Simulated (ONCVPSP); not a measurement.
# Ge: one change to an ONCV potential, before and after

| Item | Value |
| --- | --- |
| Element | Ge (Z = 32) |
| Generator | ONCVPSP 4.0.1 |
| Type | optimised norm-conserving Vanderbilt (ONCV) |
| Functional | PBE |
| Relativity | scalar-relativistic |
| Frozen core | [Ar] 3d10 |
| Valence charge | 4 |
| Reference configuration | 4s2 4p2 |
| Partial waves | 4s: rc 1.70 bohr, ncon 4, nbas 9, qcut 4 1/bohr, 2 projectors, debl 0.9 Ha; 4p: rc 2.20 bohr, ncon 4, nbas 7, qcut 3.1 1/bohr, 2 projectors, debl 1 Ha |
| Local potential | polynomial inside 1.35 bohr (lpopt 5, dvloc0 1 Ha) |
| Core correction | polynomial model core, fcfact 0.7 |

Change: core [Ar], valence charge 14; reference 3d10 4s1.5 4p2.5; waves now 4s: rc 1.60 bohr, ncon 3, nbas 6, qcut 3.8 1/bohr, 2 projectors, debl 2.6 Ha; 4p: rc 2.40 bohr, ncon 4, nbas 7, qcut 3.2 1/bohr, 2 projectors, debl 0.5 Ha; 3d: rc 0.95 bohr, ncon 4, nbas 8, qcut 18.2 1/bohr, 2 projectors, debl 1.8 Ha; local potential polynomial inside 0.85 bohr (lpopt 5, dvloc0 0 Ha).

Cutoffs: the cutoffs (Ha) at which the residual kinetic energy of the hardest occupied pseudo-wave falls to 1 and 0.1 mHa per electron; they do not see the model core or the augmentation charge, which bear on the density cutoff. Errors are all-electron minus pseudo energies relative to the spin-unpolarised reference configuration.

Q: What does the change do?

A: The potential gets harder (8.4 Ha and 47 Ha → 123 Ha and 138 Ha); a bound ghost appears in s, which as a rule spoils a file; the lowest positive-energy flag moves from s at 98.5 eV to p at 55.8 eV. The added semicore shells are compact, so their waves need more plane waves. Several settings change at once here, so the effects cannot be laid on one of them.

| quantity | base | changed |
| --- | --- | --- |
| cutoff, loose | 8.4 Ha | 123 Ha |
| cutoff, tight | 47 Ha | 138 Ha |
| bound ghosts | none | s |
| GHOST(+) flags under 300 eV | s at 98.5 eV | p at 55.8 eV |
| largest error over its own tests, meV | -283 | -400 |
| rms error of d²Exc/dni dnj with the model core, mHa | 0.28 | 0.90 |

 A true bound ghost makes a file unfit for plane-wave use even where its test errors are small: the radial tests pick states by their node count and pass the ghost by.
